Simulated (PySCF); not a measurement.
Two species compared at the same levels of theory.

First species: C5H11F2N.
Numbering: `[CH3:1][CH2:2][NH:3][C@@H:4]([CH3:5])[CH:6]([F:7])[F:8]` (hydrogens: H9, H10, H11 on C1; H12, H13 on C2; H14 on N3; H15 on C4; H16, H17, H18 on C5; H19 on C6)

Second species: C4H8O3Si.
Structure used (GFN2-xTB), in Å, numbered top down from 1:
```xyz
16
C4H8O3Si angstrom
C      3.1682   -0.0399    0.2481
C      2.4236   -1.0423   -0.1767
O      1.0814   -1.1082   -0.1311
Si    -0.0027   -0.2248    0.6669
O     -1.4147   -1.0386    0.6448
C     -2.4548   -0.2494    0.1481
C     -1.9147    1.1803   -0.0817
O     -0.5191    1.1137   -0.1219
H      2.7227    0.8372    0.6804
H      4.2377   -0.0725    0.1648
H      2.8478   -1.9314   -0.6276
H      0.3846    0.0846    2.0354
H     -2.8052   -0.6919   -0.7891
H     -3.2753   -0.2451    0.8702
H     -2.2716    1.6070   -1.0211
H     -2.2153    1.8301    0.7464
```

Levels: PBE0/def2-SVPD for HOMO energy, LUMO energy, HOMO–LUMO gap and static isotropic polarisability; TDDFT PBE0/def2-SVPD for lowest singlet excitation; TDA PBE0/def2-SVPD for lowest triplet excitation (Tamm–Dancoff). Geometries: GFN2-xTB. Each species is one conformer at its optimised geometry, gas phase, non-relativistic unless stated. Electronic properties by PySCF.

The conformers computed, where there is a choice (atom-mapped SMILES and torsion angles):
- `[CH3:1][CH2:2][NH:3][C@@H:4]([CH3:5])[CH:6]([F:7])[F:8]`: C1–C2–N3–C4 173°, C2–N3–C4–C5 77°, N3–C4–C6–F7 63°

The conformers of `C=CO[SiH]1OCCO1` aren't listed.

Problem. Which of the two has the higher T1 energy, and by how much?

Solution. The first: 6.25 eV against 4.41 eV, a difference of 1.84 eV.

Problem. Which of the two has the higher static isotropic polarisability, and by how much?

Solution. The second: 77.1 au against 73.3 au, a difference of 3.8 au.

Problem. Which has the higher LUMO energy?

Solution. The first: 0.73 eV against 0.29 eV, a difference of 0.44 eV.

Problem. Which of the two has the higher HOMO energy, and by how much?

Solution. The first: -6.90 eV against -7.29 eV, a difference of 0.39 eV.

Problem. Which has the higher S1 energy?

Solution. The second: 6.78 eV against 6.46 eV, a difference of 0.32 eV.

On the first: The vertical singlet–triplet gap S1 − T1 is 0.21 eV (TDDFT singlet less Tamm–Dancoff triplet; S1: HOMO→LUMO, weight 0.94; T1: HOMO→LUMO, weight 0.88). The principal polarisabilities are 65.5, 70.6 and 83.7 au; their mean is the isotropic value.

On the second: The principal polarisabilities are 63.4, 72.0 and 95.8 au; their mean is the isotropic value. The vertical singlet–triplet gap S1 − T1 is 2.37 eV (TDDFT singlet less Tamm–Dancoff triplet; S1: HOMO→LUMO, weight 0.53, beside HOMO→LUMO+2, weight 0.35; T1: HOMO→LUMO, weight 0.82).
